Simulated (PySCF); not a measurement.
PySCF input (TPSSh/def2-TZVPD):

```python
from pyscf import gto, scf, dft

mol = gto.M(
    atom='''
    O     0.42347817    1.17381684   -1.15578047
    Ge   -0.13443619   -0.07647536    0.04928116
    O    -1.03117296    0.70297661    1.28967065
    O    -0.48330702   -1.56450361   -0.73449774
    O     1.65459915    0.00831812    0.39400598
    H     0.56153802    2.07499890   -0.80027564
    H    -1.59913456    0.16914913    1.86357228
    H    -1.39960933   -1.87501443   -0.76430297
    H     2.23038512   -0.48678563   -0.22317803
    ''',
    basis='def2-tzvpd',
    charge=1,
    spin=1,
    verbose=4,
)

mf = dft.UKS(mol, xc='tpssh').density_fit(auxbasis='def2-universal-jkfit')
mf.grids.level = 3
mf.conv_tol = 1e-9
mf.max_cycle = 100
mf.max_memory = 1500
mf.kernel()
if not mf.converged:
    mf = mf.newton()
    mf.kernel(mf.make_rdm1())
for _ in range(2):
    mo, _, stable, _ = mf.stability(return_status=True)
    if stable:
        break
    mf.kernel(mf.make_rdm1(mo, mf.mo_occ))
mf.analyze()
```

Output:

```
PySCF version 2.14.0

[INPUT] verbose = 4
[INPUT] num. atoms = 9
[INPUT] num. electrons = 67
[INPUT] charge = 1
[INPUT] spin (= nelec alpha-beta = 2S) = 1
[INPUT] symmetry False subgroup None
[INPUT] Mole.unit = angstrom
[INPUT] Symbol           X                Y                Z      unit          X                Y                Z       unit  Magmom
[INPUT]  1 O      0.423478170000   1.173816840000  -1.155780470000 AA    0.800257761032   2.218192348002  -2.184108548421 Bohr   0.0
[INPUT]  2 Ge    -0.134436190000  -0.076475360000   0.049281160000 AA   -0.254047580330  -0.144517485678   0.093127895501 Bohr   0.0
[INPUT]  3 O     -1.031172960000   0.702976610000   1.289670650000 AA   -1.948634481457   1.328433264875   2.437124319390 Bohr   0.0
[INPUT]  4 O     -0.483307020000  -1.564503610000  -0.734497740000 AA   -0.913317901880  -2.956483343793  -1.387999567712 Bohr   0.0
[INPUT]  5 O      1.654599150000   0.008318120000   0.394005980000 AA    3.126739239438   0.015718968671   0.744563393641 Bohr   0.0
[INPUT]  6 H      0.561538020000   2.074998900000  -0.800275640000 AA    1.061153066331   3.921179629774  -1.512301783761 Bohr   0.0
[INPUT]  7 H     -1.599134560000   0.169149130000   1.863572280000 AA   -3.021926354727   0.319645529908   3.521641222531 Bohr   0.0
[INPUT]  8 H     -1.399609330000  -1.875014430000  -0.764302970000 AA   -2.644878315086  -3.543263752307  -1.444323289492 Bohr   0.0
[INPUT]  9 H      2.230385120000  -0.486785630000  -0.223178030000 AA    4.214817029105  -0.919891522074  -0.421745353720 Bohr   0.0

nuclear repulsion = 440.906584094403
number of shells = 94
number of NR pGTOs = 370
number of NR cGTOs = 250
basis = def2-tzvpd
ecp = {}

******** <class 'pyscf.df.df_jk.DFUKS'> ********
method = DFUKS
initial guess = minao
damping factor = 0
level_shift factor = 0
DIIS = <class 'pyscf.scf.diis.CDIIS'>
diis_start_cycle = 1
diis_space = 8
diis_damp = 0
SCF conv_tol = 1e-09
SCF conv_tol_grad = None
SCF max_cycles = 100
direct_scf = False
number electrons alpha = 34  beta = 33
XC library pyscf.dft.libxc version 7.1.2
    S. Lehtola, C. Steigemann, M. J. T. Oliveira, and M. A. L. Marques,  SoftwareX 7, 1–5 (2018)
XC functionals = tpssh
    V. N. Staroverov, G. E. Scuseria, J. Tao, and J. P. Perdew,  J. Chem. Phys. 119, 12129 (2003)
radial grids:
    Treutler-Ahlrichs [JCP 102, 346 (1995); DOI:10.1063/1.469408] (M4) radial grids

becke partition: Becke, JCP 88, 2547 (1988); DOI:10.1063/1.454033
pruning grids: <function nwchem_prune>
grids dens level: 3
symmetrized grids: False
atomic radii adjust function: <function treutler_atomic_radii_adjust>
small_rho_cutoff = 0
Set gradient conv threshold to 3.16228e-05
tot grids = 116200
******** <class 'pyscf.df.df.DF'> ********
auxbasis = def2-universal-jkfit
init E= -2380.25653036109
  alpha nocc = 34  HOMO = -0.380199480542984  LUMO = -0.111717061479879
[...]
  beta  nocc = 33  HOMO = -0.531079524612968  LUMO = -0.441511677050528
  HOMO = -0.531079524613  LUMO = -0.441511677051  gap/eV = 2.43727
Extra cycle  E= -2380.13583501569  delta_E= 1.5e-11  |g|= 9.88e-06  |ddm|= 1.15e-05
converged SCF energy = -2380.13583501569  <S^2> = 0.7571613  2S+1 = 2.0071485
uhf_internal: lowest eigs of H = [0.12330604 0.1434214  0.164675  ]
<class 'pyscf.df.df_jk.DFUKS'> wavefunction is stable in the internal stability analysis
**** SCF Summaries ****
Total Energy =                       -2380.135835015689736
Nuclear Repulsion Energy =             440.906584094402774
One-electron Energy =                -4174.578483567725016
Two-electron Energy =                 1353.536064457632619
Two-electron Coulomb Energy =         1468.195124036151128
DFT Exchange-Correlation Energy =     -114.659059578518537
HOMO-LUMO gap [eV] =                     2.437265275002079
**** MO energy ****
                             alpha | beta                alpha | beta
MO #1   energy= -398.755328211459  | -398.755394945606  occ= 1 | 1
MO #2   energy= -49.8618583706864  | -49.8618785872899  occ= 1 | 1
MO #3   energy= -44.3559007049204  | -44.3559504870165  occ= 1 | 1
MO #4   energy= -44.3537494806137  | -44.3537942894864  occ= 1 | 1
MO #5   energy= -44.3530719413502  | -44.3531067003125  occ= 1 | 1
MO #6   energy= -19.3588884951865  | -19.3433952513831  occ= 1 | 1
MO #7   energy= -19.3588850465528  | -19.3433876370114  occ= 1 | 1
MO #8   energy= -19.2914493187652  | -19.2914847460302  occ= 1 | 1
MO #9   energy= -19.2914472508313  | -19.2914826892499  occ= 1 | 1
MO #10  energy= -6.43906296719977  | -6.43916300940747  occ= 1 | 1
MO #11  energy= -4.6088516225169   | -4.60893759149154  occ= 1 | 1
MO #12  energy= -4.60421211064083  | -4.6043989639873   occ= 1 | 1
MO #13  energy= -4.60296696488887  | -4.60301315415098  occ= 1 | 1
MO #14  energy= -1.44865143317669  | -1.44859411390518  occ= 1 | 1
MO #15  energy= -1.44796499446203  | -1.44724203163813  occ= 1 | 1
MO #16  energy= -1.44444713584401  | -1.44465400567608  occ= 1 | 1
MO #17  energy= -1.44059544602117  | -1.44062644679497  occ= 1 | 1
MO #18  energy= -1.43945556576416  | -1.43954255751586  occ= 1 | 1
MO #19  energy= -1.27107259614221  | -1.24135615613639  occ= 1 | 1
MO #20  energy= -1.22592773462622  | -1.19600948347464  occ= 1 | 1
MO #21  energy= -1.19971743718074  | -1.19181485012603  occ= 1 | 1
MO #22  energy= -1.18901321916551  | -1.18806359938765  occ= 1 | 1
MO #23  energy= -0.816470864121946 | -0.810508534657146 occ= 1 | 1
MO #24  energy= -0.742611114040076 | -0.736854970543611 occ= 1 | 1
MO #25  energy= -0.718897638019538 | -0.715207830649786 occ= 1 | 1
MO #26  energy= -0.717090550093122 | -0.70922039560955  occ= 1 | 1
MO #27  energy= -0.650791002983522 | -0.607955104475682 occ= 1 | 1
MO #28  energy= -0.610028157243087 | -0.597171518919098 occ= 1 | 1
MO #29  energy= -0.603614780893589 | -0.593621329052971 occ= 1 | 1
MO #30  energy= -0.594662194300906 | -0.556950972126797 occ= 1 | 1
MO #31  energy= -0.571591821910321 | -0.552781371659025 occ= 1 | 1
MO #32  energy= -0.553165306090046 | -0.534163820835947 occ= 1 | 1
MO #33  energy= -0.534817325267395 | -0.531079524612968 occ= 1 | 1
MO #34  energy= -0.531485252486154 | -0.441511677050528 occ= 1 | 0
MO #35  energy= -0.26094241091959  | -0.257819302898191 occ= 0 | 0
MO #36  energy= -0.185751249243897 | -0.181282095011777 occ= 0 | 0
MO #37  energy= -0.167015877786624 | -0.162879689634783 occ= 0 | 0
MO #38  energy= -0.145923020908116 | -0.145672819288137 occ= 0 | 0
MO #39  energy= -0.135904942639194 | -0.135177895708544 occ= 0 | 0
MO #40  energy= -0.127292536132522 | -0.124976987166641 occ= 0 | 0
MO #41  energy= -0.091348757047948 | -0.0858913806963728 occ= 0 | 0
MO #42  energy= -0.0754272992908625 | -0.0741328324328183 occ= 0 | 0
MO #43  energy= -0.0720524475331721 | -0.0703514294384835 occ= 0 | 0
MO #44  energy= -0.0651983951262185 | -0.063924164716604 occ= 0 | 0
MO #45  energy= -0.0584538870926644 | -0.0577000050235926 occ= 0 | 0
MO #46  energy= -0.0500510813884471 | -0.048616091263594 occ= 0 | 0
MO #47  energy= -0.044009346648554 | -0.0441514829420481 occ= 0 | 0
MO #48  energy= -0.0348399228635986 | -0.0346920758773376 occ= 0 | 0
MO #49  energy= -0.0240806334993387 | -0.0232012705182694 occ= 0 | 0
MO #50  energy= -0.0121591402645197 | -0.0102017128779312 occ= 0 | 0
MO #51  energy= -0.00759270360124281 | -0.00650256717054223 occ= 0 | 0
MO #52  energy= -0.00644767733928528 | -0.00518346721723323 occ= 0 | 0
MO #53  energy= 0.00856078909124877 | 0.00972645723123733 occ= 0 | 0
MO #54  energy= 0.0133854056048408 | 0.0138493469802004 occ= 0 | 0
MO #55  energy= 0.0138773054834891 | 0.0153944352688553 occ= 0 | 0
MO #56  energy= 0.0452927187430012 | 0.0475779385849599 occ= 0 | 0
MO #57  energy= 0.0464511377164373 | 0.0477959769857163 occ= 0 | 0
MO #58  energy= 0.0656443973515408 | 0.0657554864678157 occ= 0 | 0
MO #59  energy= 0.066899743745498  | 0.0675389342009895 occ= 0 | 0
MO #60  energy= 0.0885059710594633 | 0.0892821360839606 occ= 0 | 0
MO #61  energy= 0.0935955231218283 | 0.0948845476773468 occ= 0 | 0
MO #62  energy= 0.0985637929812149 | 0.101605326046539  occ= 0 | 0
MO #63  energy= 0.106787740858293  | 0.107401603874879  occ= 0 | 0
MO #64  energy= 0.109884304380777  | 0.110881533796129  occ= 0 | 0
MO #65  energy= 0.120544411087981  | 0.121834139532329  occ= 0 | 0
MO #66  energy= 0.126625588260384  | 0.128064091149487  occ= 0 | 0
MO #67  energy= 0.135601671022121  | 0.137716990664452  occ= 0 | 0
MO #68  energy= 0.14122292856318   | 0.145641947787843  occ= 0 | 0
MO #69  energy= 0.156144220868092  | 0.157032307702519  occ= 0 | 0
MO #70  energy= 0.158519327272397  | 0.158978675382006  occ= 0 | 0
MO #71  energy= 0.164664157623383  | 0.165411447154524  occ= 0 | 0
MO #72  energy= 0.173681381274314  | 0.174942800618997  occ= 0 | 0
MO #73  energy= 0.183949368655192  | 0.184367985417742  occ= 0 | 0
MO #74  energy= 0.190658603223601  | 0.191587983420587  occ= 0 | 0
MO #75  energy= 0.201627115271672  | 0.201914994984899  occ= 0 | 0
MO #76  energy= 0.209531459740262  | 0.210391044972633  occ= 0 | 0
MO #77  energy= 0.221005439459961  | 0.22277725962001   occ= 0 | 0
MO #78  energy= 0.221631908165027  | 0.22286429957971   occ= 0 | 0
MO #79  energy= 0.229198410376539  | 0.230192414038934  occ= 0 | 0
MO #80  energy= 0.242398275570532  | 0.24653313643018   occ= 0 | 0
MO #81  energy= 0.26093339690513   | 0.262422399479792  occ= 0 | 0
MO #82  energy= 0.265322030107569  | 0.265696597714299  occ= 0 | 0
MO #83  energy= 0.301134410809398  | 0.302666978609633  occ= 0 | 0
MO #84  energy= 0.312514241803457  | 0.318071865490453  occ= 0 | 0
MO #85  energy= 0.318637275489133  | 0.321296570786767  occ= 0 | 0
MO #86  energy= 0.322697320651785  | 0.32359393353092   occ= 0 | 0
MO #87  energy= 0.333138480763994  | 0.33478991312727   occ= 0 | 0
MO #88  energy= 0.333545671342881  | 0.336172294001216  occ= 0 | 0
MO #89  energy= 0.341322466553019  | 0.345042487702195  occ= 0 | 0
MO #90  energy= 0.359349496180329  | 0.360770006892335  occ= 0 | 0
MO #91  energy= 0.367791837472778  | 0.372723538607262  occ= 0 | 0
MO #92  energy= 0.397211319590443  | 0.402466812848559  occ= 0 | 0
MO #93  energy= 0.410302936227523  | 0.415791972415969  occ= 0 | 0
MO #94  energy= 0.416405441119064  | 0.418268799843074  occ= 0 | 0
MO #95  energy= 0.418862481350554  | 0.419453425987621  occ= 0 | 0
MO #96  energy= 0.430645064146584  | 0.432437522130486  occ= 0 | 0
MO #97  energy= 0.446745299807178  | 0.449718028927221  occ= 0 | 0
MO #98  energy= 0.465725083543609  | 0.466663080222353  occ= 0 | 0
MO #99  energy= 0.477492517735559  | 0.480018024156337  occ= 0 | 0
MO #100 energy= 0.492234172761576  | 0.496265189276303  occ= 0 | 0
MO #101 energy= 0.512124479507917  | 0.513118760480708  occ= 0 | 0
MO #102 energy= 0.521696058489495  | 0.524667711911299  occ= 0 | 0
MO #103 energy= 0.533946358534333  | 0.534750250832802  occ= 0 | 0
MO #104 energy= 0.545421160457082  | 0.548191174305776  occ= 0 | 0
[...]
```
